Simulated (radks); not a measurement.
Dy IV, 63 electrons, occupied as [Kr] 4d10 4f9 5s2 5p5.75 5d0.25 (fractional occupations, a model configuration). Method: Dirac Kohn-Sham, PBEsol, spin-unpolarised, spherical densities, finite nucleus; open shells fill j = l - 1/2 first; Fermi nuclear charge, rms radius 5.2218 fm; computed with a radial shooting solver on a logarithmic mesh with Libxc functionals.

Radial electron density D(r) = 4 pi r^2 rho(r):

```
   r/bohr * D(r) (the largest magnitude, 117, reaches the edge; | marks zero)
 0.002429 |        *
 0.002806 |          *
  0.00324 |            *
 0.003742 |               *
 0.004356 |                  *
 0.005031 |                     *
  0.00581 |                         *
  0.00671 |                             *
 0.007749 |                                *
  0.00895 |                                    *
  0.01034 |                                       *
  0.01194 |                                         *
   0.0139 |                                          *
  0.01605 |                                          *
  0.01853 |                                        *
   0.0214 |                                       *
  0.02472 |                                     *
  0.02855 |                                     *
  0.03297 |                                      *
  0.03808 |                                         *
  0.04433 |                                             *
  0.05119 |                                                  *
  0.05912 |                                                     *
  0.06828 |                                                      *
  0.07885 |                                                   *
  0.09107 |                                              *
   0.1052 |                                          *
   0.1215 |                                         *
   0.1414 |                                           *
   0.1633 |                                               *
   0.1886 |                                                *
   0.2178 |                                            *
   0.2515 |                                   *
   0.2905 |                          *
   0.3355 |                     *
   0.3875 |                     *
   0.4511 |                        *
   0.5209 |                        *
   0.6016 |                     *
   0.6948 |                *
   0.8024 |           *
   0.9267 |        *
     1.07 |      *
    1.236 |    *
    1.439 |   *
    1.662 |  *
    1.919 | *
    2.216 |*
     2.56 *
    2.956 *
    3.414 *
    3.943 *
     4.59 *
    5.301 *
    6.122 *
```

D(r) has 4 maxima, at r = 0.0147, 0.0651, 0.181, 0.493 bohr, and minima at 0.0283, 0.119, 0.355 bohr, inside which lie 2.02, 11.15, 29.53 electrons.
